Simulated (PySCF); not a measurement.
## Working out the ionisation energy of Rb⁺

Rb⁺ [Kr] (1S) → Rb²⁺ [Ar] 3d10 4s2 4p5 (2P). Computed with PySCF 2.14 in jorge-DZP-DKH, with the spin-free X2C one-electron Hamiltonian (Gaussian nucleus). Frozen: [Ar] 3d10 4s2. Energies in hartree (1 hartree = 27.21139 eV):

```csv
part,Rb⁺ (lower),Rb²⁺ (upper)
UHF,-2978.702081,-2977.702582
CCSD correlation,-0.074534,-0.049492
(T),-0.000033,-0.000022
```

Question: What does Hartree-Fock give?

Answer: (-2977.702582) − (-2978.702081) = 0.999499 hartree = 27.198 eV.

Question: What do CCSD and CCSD(T) give?

Answer: The CCSD correlation energies differ by 0.025042 hartree = 0.681 eV and the triples by 0.000011 hartree = 0.000 eV, so CCSD gives 27.879 eV and CCSD(T) 27.879 eV.

Reference: 27.290 eV (measured; NIST Atomic Spectra Database, ionization energies), between the lowest levels; spin-orbit coupling is absent from the calculation.

A double-zeta basis recovers only part of the correlation energy.

What remains against the reference includes basis incompleteness, the frozen core and higher excitations.
